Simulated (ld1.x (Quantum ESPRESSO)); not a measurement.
**An all-electron radial function and its pseudo partner (cobalt)**

Columns: radius, all-electron u(r) and pseudo u(r) of the 3p shell (level -84.73 eV) of cobalt in the configuration [Ne] 3s2 3p6 3d7 4s0 4p0; PBE, scalar-relativistic, PAW scheme, ld1.x (Quantum ESPRESSO) 7.5.

```
r (bohr)  all-electron   pseudo
   0.093        0.5423  -0.0206
   0.185        0.5233  -0.0794
   0.278        0.0356  -0.1709
   0.370       -0.4888  -0.2831
   0.463       -0.8808  -0.4062
   0.555       -1.1028  -0.5246
   0.648       -1.1883  -0.6289
   0.740       -1.1771  -0.7071
   0.833       -1.1072  -0.7548
   0.925       -1.0074  -0.7684
   1.018       -0.8943  -0.7500
   1.110       -0.7816  -0.7050
   1.203       -0.6736  -0.6397
   1.295       -0.5758  -0.5643
   1.388       -0.4877  -0.4853
   1.480       -0.4113  -0.4112
   1.573       -0.3445  -0.3445
   1.665       -0.2880  -0.2880
   1.758       -0.2394  -0.2394
   1.850       -0.1988  -0.1988
   1.943       -0.1644  -0.1644
   2.035       -0.1359  -0.1359
   2.128       -0.1119  -0.1119
   2.220       -0.0922  -0.0922
   2.313       -0.0756  -0.0756
   2.405       -0.0621  -0.0621
```

Question: How many radial nodes do the two functions have?

Answer: The all-electron 3p function has n − l − 1 = 1; the pseudo-wave has 0, since the states of the same l below it are removed with the core.

Question: At about which radius was the pseudo-wave matched?

Answer: 1.60 bohr. The columns agree to 0.0005 from 1.48 bohr on; several derivatives are matched, so the curves merge somewhat inside the radius.

Question: Where does each function peak?

Answer: Outermost all-electron maximum near 0.65 bohr, pseudo maximum near 0.93 bohr (to the table’s step).

Question: Is the pseudo-wave norm-conserving?

Answer: No, it belongs to a PAW set: the norm inside the radius is not constrained, and the difference is carried by the augmentation charge.
